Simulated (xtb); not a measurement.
Cd(I)(Et) (C2H5CdI), SMILES [I][Cd][CH2]C. All values are semi-empirical tight-binding results from xtb (GFN2-xTB unless named), good for trends rather than for accurate numbers. Coordinates come from a GFN2-xTB optimisation. The structure was generated by enumeration; whether it is a known compound was not checked. One conformer was computed; it need not be the lowest.

Optimised geometry:

Bond lengths (Å): Cd1–I2 2.726, Cd1–C3 2.178, C3–C4 1.525, C3–H5 1.092, C3–H6 1.092, C4–H7 1.096, C4–H8 1.096, C4–H9 1.092. Bond angles (°): I2–Cd1–C3 123.0, Cd1–C3–C4 104.6, Cd1–C3–H5 111.5, Cd1–C3–H6 111.7, C4–C3–H5 110.2, C4–C3–H6 110.3, H5–C3–H6 108.5, C3–C4–H7 111.3, C3–C4–H8 111.3, C3–C4–H9 110.5, H7–C4–H8 108.7, H7–C4–H9 107.4, H8–C4–H9 107.4.

For metal compounds this method's bond lengths and energies can be far off.

The point group as xtb finds it comes out as Cs. The orbital gap is 3.49 eV and the zero-point energy comes out as 39.5 kcal/mol. The G − E(el) at 298.15 K (modified RRHO) comes out as 17.9 kcal/mol.

Computed atomic charges and the Wiberg bond orders between heavy atoms:
charges (e) Cd1 0.28, I2 -0.30, C3 -0.14, C4 -0.10, H5 0.05, H6 0.05, H7 0.06, H8 0.06, H9 0.05. Bond orders Cd1–I2 0.87, Cd1–C3 0.80, C3–C4 1.02.
